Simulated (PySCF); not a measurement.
Gas-phase reaction: Ga(OH)₃ ⇌ GaOH + O + H₂O. Level: ωB97X-V/def2-TZVP†; standard pressure 1 bar.

Method: PySCF energies plus ideal-gas RRHO corrections (1 bar). † marks an energy on the PBE0/def2-TZVP geometry and frequencies. Open shells (unrestricted): O (multiplicity 3, electronic degeneracy 9); the rest are closed-shell singlets. Spin-orbit splitting is ignored; it lowers the true energy and changes the entropy of O. Ga: all electrons, no relativistic terms. Ga(OH)₃, GaOH: computed as isolated molecules; such fragments, hydroxides, amides, oligomers or adducts are transient or little studied in the gas. The harmonic model lacks anharmonicity and excited electronic states, which grow with temperature; levels with a mode under 35 cm⁻¹ are left out.

```
T (K)  1000/T (1/K)  log10 K
-----  ------------  -------
500          2.0000   -48.56
600          1.6667   -38.05
800          1.2500        ?
1000         1.0000   -17.14
1200         0.8333   -11.97
1400         0.7143    -8.30
```

Fit log10 K = a + b·(1000/T) to the five rows, get the mean ΔH° and ΔS°, and predict log10 K at 800 K.

Means: 1000/T = 1.2429, log10 K = -24.804. Sums of products about the means: Sxy = -39.44173, Sxx = 1.258997, so b = Sxy/Sxx = -31.33 and a = -24.804 − (-31.33)×1.2429 = 14.13.
ΔH° = −R ln 10 × 1000 K × b = −19.145 × (-31.33) = 600 kJ; ΔS° = R ln 10 × a = 271 J/K. The run's own values go from 604 kJ and 279 J/K at 500 K to 588 kJ and 261 J/K at 1400 K.
Prediction at 800 K: 14.13 + (-31.33)×1.2500 = -25.03. The computed value is -24.95, 0.08 from the line.
For scale, ΔH°(298 K) is 605 kJ at this level, 589 kJ at ωB97M-V/def2-TZVP†, and runs from 347 to 871 kJ over the 19 levels computed.
